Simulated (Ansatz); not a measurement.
```
atom    x (Å)    y (Å)    z (Å)
   C  -0.0402  -0.4599  -0.0764
   O  -0.0324  -0.4624   1.1760
   N   0.0386   0.6740  -0.8970
   H   0.0677  -1.3428  -0.6743
   H   0.0033   0.5588  -1.8695
   H  -0.0779   1.6167  -0.3903
```

Basis set: STO-3G (spherical functions). Left uncorrelated: 3 orbitals. Charge 0, multiplicity 1.

Computed with Ansatz (development build ahead of 0.2.0); each method stands on the lowest determinant of its kind that the runs found. Restricted open shells among the atoms or ions are ROHF, correlated in semicanonical orbitals with singles.

The atomization energy at this shape (free ground-state atoms in the same class of orbitals less the molecule, no zero-point energy) of singlet CH₃NO:

```
 method  atomization energy
RHF-MP2     447.44 kcal/mol
```

Problem. What does RHF give?

Solution. 348.74 kcal/mol.

This basis has no polarisation functions and is too small for such energies, which can lie far from measured ones in either direction.
